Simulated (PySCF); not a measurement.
All of these have the formula C5H8F2O. The calculation used TDDFT PBE0/def2-SVPD, vertical, gas phase, core orbitals frozen in the response in PySCF. Geometries: GFN2-xTB; one conformer of each isolated species. Triplets are in the Tamm–Dancoff approximation.

A. `FC(F)OC1CCC1`
B. `CC(F)(F)OC1CC1`
C. `CC(C)(CF)C(=O)F`

Lowest singlet levels (six at most, fewer where fewer were computed) with oscillator strengths:

1. 7.88 eV (f 0.027); 8.17 eV (f 0.008); 8.47 eV (f 0.028); 8.70 eV (f 0.008); 8.72 eV (f 0.001); 8.84 eV (f 0.012); T1 7.64 eV
2. 6.01 eV (f 0.003); 7.67 eV (f 0.002); 7.94 eV (f 0.026); 8.38 eV (f 0.015); 8.53 eV (f 0.011); 8.55 eV (f 0.006); T1 5.37 eV
3. 7.90 eV (f 0.009); 8.30 eV (f 0.007); 8.44 eV (f 0.007); 8.50 eV (f 0.002); 8.61 eV (f 0.017); 8.92 eV (f 0.013); T1 7.76 eV

Question: Match each spectrum to its molecule.

Answer: 1 = A, 2 = C, 3 = B.
- A: S1 at 7.88 eV, HOMO→LUMO (95%); Löwdin shares by element: HOMO carbon 40% or more, oxygen 34% (atoms not listed hold the other 26%); LUMO hydrogen 36% or more, carbon 13% or more (atoms not listed hold the other 51%); HOMO -8.50 and LUMO 0.60 eV.
- B: S1 at 7.90 eV, HOMO→LUMO (86%), HOMO→LUMO+1 (12%); Löwdin shares by element: HOMO carbon 57% or more, oxygen 27% (atoms not listed hold the other 16%); LUMO carbon 40% or more (atoms not listed hold the other 60%); HOMO -8.17 and LUMO 0.87 eV.
- C: S1 at 6.01 eV, HOMO→LUMO (97%); Löwdin shares by element: HOMO oxygen 57%, carbon 20% or more, fluorine 10% or more; LUMO carbon 45% or more, oxygen 33%, fluorine 10% or more; HOMO -9.11 and LUMO -0.75 eV; point group Cs.
A and B have S1 within 0.03 eV of each other; their strongest listed levels stand at 8.47 eV (f 0.028) and 8.61 eV (f 0.017).
